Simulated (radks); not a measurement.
Values are calculated unless marked as measured or tabulated.
The germanium anion Ge4-, [Kr], held by a Watson sphere: a shell of charge +4 at radius R that stands for the Madelung well of a crystal (potential energy -4/R inside, -4/r outside, in hartree with lengths in bohr). Level of theory: scalar-relativistic Kohn-Sham, LDA (Slater exchange, VWN5 correlation), spin-polarised, spherical densities, finite nucleus; Fermi nuclear charge, rms radius of each element as measured or else 0.836 A^(1/3) + 0.57 fm (a radial shooting solver on a logarithmic mesh with Libxc functionals). Response by self-consistent Sternheimer equations with the Hartree and adiabatic LDA kernel, the relativistic mass of each level held fixed and spin-orbit coupling left out. The sphere does not respond.

[
 {"R (bohr)": "2.51", "e(3d) (eV)": "-28.519", "e(4s) (eV)": "-14.571", "e(4p) (eV)": "-7.026", "<r> 4p (bohr)": "2.696", "sum of <r^2> (bohr^2)": "72.51", "X-ray form factor at sin(theta)/lambda = 0.3 1/angstrom": "21.765", "alpha (bohr^3)": "48.96"},
 {"R (bohr)": "2.79", "e(3d) (eV)": "-27.759", "e(4s) (eV)": "-13.549", "e(4p) (eV)": "-6.475", "<r> 4p (bohr)": "2.851", "sum of <r^2> (bohr^2)": "79.22", "X-ray form factor at sin(theta)/lambda = 0.3 1/angstrom": "21.822", "alpha (bohr^3)": "61.14"},
 {"R (bohr)": "3.47", "e(3d) (eV)": "-26.888", "e(4s) (eV)": "-11.665", "e(4p) (eV)": "-5.295", "<r> 4p (bohr)": "3.235", "sum of <r^2> (bohr^2)": "97.16", "X-ray form factor at sin(theta)/lambda = 0.3 1/angstrom": "21.960", "alpha (bohr^3)": "104.5"},
 {"R (bohr)": "3.98", "e(3d) (eV)": "-26.629", "e(4s) (eV)": "-10.710", "e(4p) (eV)": "-4.584", "<r> 4p (bohr)": "3.530", "sum of <r^2> (bohr^2)": "112.2", "X-ray form factor at sin(theta)/lambda = 0.3 1/angstrom": "22.018", "alpha (bohr^3)": "154.0"},
 {"R (bohr)": "4.03", "e(3d) (eV)": "-26.613", "e(4s) (eV)": "-10.634", "e(4p) (eV)": "-4.522", "<r> 4p (bohr)": "3.559", "sum of <r^2> (bohr^2)": "113.7", "X-ray form factor at sin(theta)/lambda = 0.3 1/angstrom": "22.021", "alpha (bohr^3)": "159.8"},
 {"R (bohr)": "4.11", "e(3d) (eV)": "-26.588", "e(4s) (eV)": "-10.518", "e(4p) (eV)": "-4.426", "<r> 4p (bohr)": "3.606", "sum of <r^2> (bohr^2)": "116.2", "X-ray form factor at sin(theta)/lambda = 0.3 1/angstrom": "22.026", "alpha (bohr^3)": "169.5"},
 {"R (bohr)": "4.53", "e(3d) (eV)": "-26.497", "e(4s) (eV)": "-10.013", "e(4p) (eV)": "-3.975", "<r> 4p (bohr)": "3.853", "sum of <r^2> (bohr^2)": "130.0", "X-ray form factor at sin(theta)/lambda = 0.3 1/angstrom": "22.041", "alpha (bohr^3)": "228.7"},
 {"R (bohr)": "4.9", "e(3d) (eV)": "-26.457", "e(4s) (eV)": "-9.694", "e(4p) (eV)": "-3.645", "<r> 4p (bohr)": "4.073", "sum of <r^2> (bohr^2)": "143.0", "X-ray form factor at sin(theta)/lambda = 0.3 1/angstrom": "22.046", "alpha (bohr^3)": "293.3"}
]
